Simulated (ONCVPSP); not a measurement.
## Transferability test, ONCV potential for Os

```
Element                 : Os (Z = 76)
Generator               : ONCVPSP 4.0.1
Type                    : optimised norm-conserving Vanderbilt (ONCV)
Functional              : PBEsol
Relativity              : scalar-relativistic
Frozen core             : [Kr] 4d10 4f14
Valence charge          : 16
Reference configuration : 5s2 5p6 5d6 6s2
Partial waves           : 5s+6s: rc 1.85 bohr, ncon 3, nbas 7, qcut 6.9 1/bohr, 2 projectors; 5p: rc 1.40 bohr, ncon 3, nbas 6, qcut 11.5 1/bohr, 1 projector; 5d: rc 2.20 bohr, ncon 5, nbas 10, qcut 7.7 1/bohr, 1 projector
Local potential         : polynomial inside 1.05 bohr (lpopt 2, dvloc0 6 Ha)
Core correction         : none
```

Energies are relative to the spin-unpolarised reference configuration 5s2 5p6 5d6 6s2; without spin polarisation the order of configurations can differ from experiment.

```csv
valence configuration,charge,ΔE all-electron (eV),error AE − PS (meV)
5s2 5p6 5d6 6s1,+1,9.624,-4.4
5s2 5p6 5d6 6s0,+2,26.565,-14
5s2 5p6 5d7 6s0,+1,9.081,-15
```

Q: What are ΔE and the potential's error for 5s2 5p6 5d5 6s0?

A: ΔE = 55.444 eV all-electron; the error (AE − PS) is -17 meV.

Levels in the configuration 5s2 5p6 5d7 6s0:

| level | all-electron (eV) | pseudo (eV) |
| --- | --- | --- |
| 5s | -96.885 | -96.963 |
| 5p | -56.351 | -56.368 |
| 5d | -12.274 | -12.272 |
